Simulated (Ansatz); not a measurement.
CH7BFNSn (`[CH3][SnH2][B](N)F`), relaxed with RKS PBE-D4/def2-SVP in Ansatz 0.2.0 from a rough embedded geometry. The force threshold is 0.03 eV/Å; the program also tests the step.

Charge 0, multiplicity 1. Sn takes the def2 core potential.

Start:

```xyz
12

C     0.180   -0.646    2.106
Sn    0.608    0.428    0.383
B    -0.738   -0.242   -1.217
N    -0.654    0.389   -2.703
F    -1.710   -1.269   -1.001
H     0.300   -1.781    1.959
H     0.830   -0.361    2.947
H    -0.901   -0.523    2.411
H     2.224    0.153   -0.095
H     0.347    2.148    0.680
H    -0.799    1.442   -2.493
H     0.315    0.262   -2.977
```

```
step  energy (eV)  largest force (eV/Å)  largest move (Å)
   1  -11854.5251                 3.455             0.000
   2  -11855.1051                 2.061             0.194
   3  -11855.2192                 0.637             0.156
   4  -11855.2820                 0.462             0.109
   5  -11855.3624                 1.014             0.195
   6  -11855.4971                 1.299             0.192
   7  -11855.7053                 1.449             0.200
   8  -11855.9120                 1.418             0.200
   9  -11856.0820                 1.036             0.200
  10  -11856.1693                 0.438             0.200
  11  -11856.2005                 0.187             0.124
  12  -11856.2097                 0.053             0.080
  13  -11856.2121                 0.162             0.093
  14  -11856.2130                 0.083             0.038
  15  -11856.2151                 0.048             0.070
  16  -11856.2158                 0.168             0.118
  17  -11856.2171                 0.095             0.008
  18  -11856.2185                 0.052             0.105
  19  -11856.2211                 0.113             0.129
  20  -11856.2211                 0.195             0.124
  21  -11856.2235                 0.098             0.028
  22  -11856.2243                 0.057             0.016
  23  -11856.2252                 0.045             0.056
  24  -11856.2254                 0.175             0.131
  25  -11856.2264                 0.072             0.030
  26  -11856.2268                 0.017             0.027
  27  -11856.2269                 0.034             0.042
  28  -11856.2270                 0.051             0.056
  29  -11856.2271                 0.018             0.010
```

End:

```xyz
12

C     0.279   -0.860    2.095
Sn    0.539    0.618    0.514
B    -0.893    0.292   -1.227
N    -0.429    0.153   -2.543
F    -2.224    0.221   -1.003
H     0.495   -1.874    1.706
H     0.966   -0.640    2.934
H    -0.764   -0.830    2.462
H     2.189    0.531   -0.037
H     0.347    2.190    1.227
H    -1.063    0.007   -3.333
H     0.558    0.194   -2.795
```

Run time 100 s (4 threads of an AMD EPYC 7571 on a shared host); peak host memory 0.21 GiB.
